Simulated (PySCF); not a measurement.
SiOF₂, SMILES O=[Si](F)F. Coordinates come from a PBE-D3(BJ)/def2-TZVP optimisation.

Method: PBE-D3(BJ)/def2-TZVP run with PySCF.

Harmonic wavenumbers (cm⁻¹): 317, 332, 341, 789, 950, 1277. Rotational constants (GHz): 8.444, 7.139, 3.868; symmetry number 2.

Task: Work out the zero-point energy and the ideal-gas rigid-rotor harmonic-oscillator thermochemistry at 298.15 K and 1 atm.

Result: ZPE = ½ Σ hcν = ½ × 4006 cm⁻¹ = 23.96 kJ/mol. H − E(el) = 37.27 kJ/mol. Entropy in J/(mol K): translation 163.72, rotation 97.73, vibration 17.33, total 278.78. G − E(el) = -45.85 kJ/mol. Cp = 58.82 J/(mol K).
